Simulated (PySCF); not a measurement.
# Identify the compound

An unknown has the formula C7H12BF. Its calculated NMR data are:

1H NMR (600 MHz, computed): δ 5.57 (m, 1H), 5.26 (m, 1H), 4.97 (m, 1H), 2.67 (m, 1H), 1.99 (m, 1H), 1.86 (m, 1H), 0.97 (s, 6H).

13C{1H} NMR (computed): δ 157.2 (C), 112.8 (CH2), 91.6 (CH), 46.0 (CH), 27.0 (CH2), 13.3 (CH3).

No solvent, no relativistic terms, averaged over atoms made equivalent by symmetry, fast rotation or ring inversion, a single conformation. Shieldings: GIAO PBE0/pcSseg-1; PBE0-D3(BJ)/def2-SVP geometry; PySCF 2.14.0 with density-fitted response routines.

δ = σ(ref) − σ, references computed at the same level: 1H (σref 31.27) and 13C (σref 184.41) vs TMS.

Choose the structure that fits.
A. F/C=C\[C@@H]1CBCCC1
B. B[C@@H]1CCC=C[C@@]1(C)F
C. B[C@@H]1CCC=C[C@]1(C)F
D. B[C@@H]1[C@@H](F)[C@H]2C[C@@H]1[C@@H]2C
E. C=C1C[C@@H](B(C)C)[C@@H]1F

Answers

E. 

6 carbon signals for 7 carbons: some carbons are equivalent by symmetry or fast rotation. Carbon types of the structure: 1 × C, 2 × CH, 2 × CH2, 2 × CH3, which accounts for all hydrogens. δC 157.2: fully substituted alkene carbon; the olefinic region. δC 112.8: terminal =CH2 carbon; the olefinic region. δC 91.6: allylic sp3 CH bonded to F; deshielded by the electronegative neighbour. δH 4.97: hydrogen on an allylic sp3 CH bonded to F; its carbon carries F, which withdraws density. δH 2.67, 1.99: hydrogen on an allylic sp3 CH2; allylic position.

The others: B[C@@H]1CCC=C[C@@]1(C)F would give 7 carbon signals, not 6; F/C=C\[C@@H]1CBCCC1 would give 7 carbon signals, not 6; B[C@@H]1CCC=C[C@]1(C)F would give 7 carbon signals, not 6; B[C@@H]1[C@@H](F)[C@H]2C[C@@H]1[C@@H]2C would give 7 carbon signals, not 6.

A carbon bonded to boron is broadened by the quadrupolar boron nucleus and is often missing from a measured spectrum. Splittings by 19F in the carbon and heteronuclear signals aren't shown, as no couplings were computed. Shifts are as computed. Against solution values, carbons near 30 ppm lie about +2 ppm off and those near 130 ppm about +5 ppm. Of 1309 compounds with measured shifts, 239 miss one by over three times the rms of a fit or turn the order of signals round; such compounds aren't used in these exercises. Multiplicities follow the n + 1 count of equivalent neighbours, as no J values were calculated; m marks all less simple cases, F and P coupling included.
